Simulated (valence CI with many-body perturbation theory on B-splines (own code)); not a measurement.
Results of a calculation; reference values are marked as such.
# Level structure of Bi68+

Level of theory: relativistic CI+MBPT: five valence electrons over a frozen Dirac-Fock core [Ne], radial functions for each j: 9 s, 9 p, 8 d, 6 f, 3 g, 1 h, with the one-electron correlation potential Σ1, the two-electron term Σ2, the three-electron term Σ3, Breit, model QED; selected CI, second order for the rest (own B-spline code, finite nucleus).

No measured spectrum was set against this ion. As an estimate, large intervals hold to a few tenths of a per cent, small ones and those within an open d or f shell to about a per cent. Among the levels kept, up to 610 cm⁻¹ of a level comes from second order outside the variational space, and about a tenth of that is noise between levels of different J, which matters for small intervals.

Levels 1 to 45 of 51, with energies above the lowest level, (3s^2 3p1/2^2 3p3/2) J=3/2. "Leading %" is the weight of the configuration and term that name the level; weights of strongly mixed levels are sums over their largest components and can fall short. In the jj column 3d3/2^4 stands for four electrons in 3d with j = 3/2.

```
No.  Configuration  Term    J  E (Ry)  Leading %                      Leading jj      g
  1         3s²3p³   ²P°  3/2   0.000         49      3s^2 3p1/2^2 3p3/2 (100 %)  1.330
  2       3s²3p²3d    ²D  3/2  19.580         42      3s^2 3p1/2^2 3d3/2 (100 %)  0.776
  3       3s²3p²3d    ²D  5/2  30.932         35       3s^2 3p1/2^2 3d5/2 (99 %)  1.188
  4         3s²3p³   ⁴S°  3/2  44.375         55       3s^2 3p1/2 3p3/2^2 (99 %)  1.451
  5         3s²3p³   ²D°  5/2  45.347         99       3s^2 3p1/2 3p3/2^2 (99 %)  1.182
  6         3s²3p³   ²P°  1/2  46.668         99       3s^2 3p1/2 3p3/2^2 (99 %)  0.641
  7          3s3p⁴    ⁴P  5/2  59.865         65       3s 3p1/2^2 3p3/2^2 (93 %)  1.447
  8          3s3p⁴    ²P  3/2  62.222         31       3s 3p1/2^2 3p3/2^2 (61 %)  1.137
  9          3s3p⁴    ²S  1/2  62.537         53       3s 3p1/2^2 3p3/2^2 (82 %)  1.978
 10       3s²3p²3d    ⁴F  5/2  63.690         47   3s^2 3p1/2 3p3/2 3d3/2 (99 %)  0.955
 11       3s²3p²3d    ⁴D  1/2  64.001         79   3s^2 3p1/2 3p3/2 3d3/2 (98 %)  0.238
 12       3s²3p²3d    ⁴F  3/2  64.066         30   3s^2 3p1/2 3p3/2 3d3/2 (89 %)  0.901
 13       3s²3p²3d    ²G  7/2  64.720         55   3s^2 3p1/2 3p3/2 3d3/2 (99 %)  1.008
 14       3s²3p²3d    ²D  5/2  67.315         37   3s^2 3p1/2 3p3/2 3d3/2 (95 %)  1.141
 15       3s²3p²3d    ²P  1/2  68.306         38   3s^2 3p1/2 3p3/2 3d3/2 (86 %)  1.656
 16       3s²3p²3d    ²D  3/2  68.466         26   3s^2 3p1/2 3p3/2 3d3/2 (73 %)  1.204
 17       3s²3p²3d    ⁴D  7/2  73.886         48  3s^2 3p1/2 3p3/2 3d5/2 (100 %)  1.298
 18       3s²3p²3d    ²G  9/2  74.962         64  3s^2 3p1/2 3p3/2 3d5/2 (100 %)  1.173
 19       3s²3p²3d    ²P  3/2  75.031         46   3s^2 3p1/2 3p3/2 3d5/2 (98 %)  1.318
 20       3s²3p²3d    ²F  5/2  75.319         39   3s^2 3p1/2 3p3/2 3d5/2 (99 %)  1.105
 21       3s²3p²3d    ²D  5/2  76.852         40   3s^2 3p1/2 3p3/2 3d5/2 (96 %)  1.282
 22       3s²3p²3d    ²F  7/2  77.068         66   3s^2 3p1/2 3p3/2 3d5/2 (98 %)  1.126
 23       3s²3p²3d    ²D  3/2  77.812         60   3s^2 3p1/2 3p3/2 3d5/2 (99 %)  0.932
 24       3s²3p²3d    ²P  1/2  78.108         55   3s^2 3p1/2 3p3/2 3d5/2 (97 %)  1.220
 25        3s3p³3d   ⁴D°  5/2  79.130         29   3s 3p1/2^2 3p3/2 3d3/2 (97 %)  1.242
 26        3s3p³3d   ⁴D°  3/2  79.298         28   3s 3p1/2^2 3p3/2 3d3/2 (96 %)  1.228
 27        3s3p³3d   ⁴P°  1/2  79.520         46   3s 3p1/2^2 3p3/2 3d3/2 (98 %)  2.305
 28        3s3p³3d   ²F°  7/2  80.078         24   3s 3p1/2^2 3p3/2 3d3/2 (96 %)  1.220
 29        3s3p³3d   ²D°  3/2  81.564         20   3s 3p1/2^2 3p3/2 3d3/2 (83 %)  1.006
 30        3s3p³3d   ²F°  5/2  82.320         19   3s 3p1/2^2 3p3/2 3d3/2 (68 %)  0.854
 31        3s3p³3d   ⁴D°  1/2  82.797         40   3s 3p1/2^2 3p3/2 3d3/2 (86 %)  0.548
 32       3s²3p3d²   ⁴G°  5/2  84.646         35       3s^2 3p1/2 3d3/2^2 (68 %)  0.806
 33       3s²3p3d²   ²P°  1/2  88.245         40       3s^2 3p1/2 3d3/2^2 (85 %)  0.633
 34       3s²3p3d²   ²D°  3/2  88.579         35       3s^2 3p1/2 3d3/2^2 (83 %)  0.798
 35        3s3p³3d   ⁴F°  9/2  89.310         50   3s 3p1/2^2 3p3/2 3d5/2 (99 %)  1.332
 36        3s3p³3d   ⁴D°  5/2  90.790         29   3s 3p1/2^2 3p3/2 3d5/2 (97 %)  1.362
 37         3s²3p³   ²P°  3/2  91.202         48             3s^2 3p3/2^3 (95 %)  1.299
 38        3s3p³3d   ⁴D°  7/2  91.375         32   3s 3p1/2^2 3p3/2 3d5/2 (94 %)  1.264
 39        3s3p³3d   ²D°  3/2  91.723         34   3s 3p1/2^2 3p3/2 3d5/2 (88 %)  1.120
 40        3s3p³3d   ²F°  7/2  92.750         29   3s 3p1/2^2 3p3/2 3d5/2 (86 %)  1.174
 41        3s3p³3d   ²P°  1/2  93.631         47   3s 3p1/2^2 3p3/2 3d5/2 (96 %)  0.708
 42        3s3p³3d   ²F°  5/2  93.921         18   3s 3p1/2^2 3p3/2 3d5/2 (74 %)  1.100
 43        3s3p³3d   ²P°  3/2  94.132         19   3s 3p1/2^2 3p3/2 3d5/2 (83 %)  1.347
 44       3s²3p3d²   ⁴G°  7/2  94.849         52   3s^2 3p1/2 3d3/2 3d5/2 (96 %)  1.012
 45       3s²3p3d²   ²D°  5/2  95.205         23   3s^2 3p1/2 3d3/2 3d5/2 (93 %)  1.044
```

The ionisation energy to 3s²3p² ³P0 of the next ion comes out as 8016.3 eV (NIST: 8010 ± 50 eV (theoretical)). All 51 levels together are meant to be complete up to 99.554 Ry.
